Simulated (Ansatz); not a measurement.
CH6Cl2GeOSi, SMILES `CO[Si](Cl)(Cl)[GeH3]` at its PBE0-D4/def2-TZVP geometry, where that method's forces vanish. Total charge 0; spin multiplicity 1.

```xyz
12

C     1.6036   -1.2909    0.0353
O     1.4026    0.0551   -0.3516
Si    0.2405    1.0338    0.2203
Cl    0.3383    1.0772    2.2748
Cl    0.6780    2.8910   -0.4982
Ge   -1.9577    0.4004   -0.4152
H     0.7260   -1.9058   -0.1894
H     1.8232   -1.3619    1.1041
H     2.4537   -1.6734   -0.5294
H    -2.9723    1.3553    0.2262
H    -2.2412   -1.0319    0.0669
H    -2.0948    0.4512   -1.9438
```

(1) What forces (eV/Å) does r2SCAN-D4/def2-TZVPP give on these atoms in Ansatz 0.2.0? (Estimate.)

## Answers

(1) The calculation gave: 
```
C1   0.052 -0.320  0.085
O2   0.018  0.255 -0.124
Si3 -0.109 -0.019 -0.022
Cl4 -0.001 -0.009  0.088
Cl5  0.013  0.065 -0.039
Ge6  0.015 -0.004  0.000
H7   0.006  0.010  0.002
H8  -0.002  0.004 -0.010
H9  -0.017  0.008  0.011
H10  0.037 -0.051 -0.035
H11 -0.004  0.067 -0.026
H12 -0.008 -0.006  0.070
```
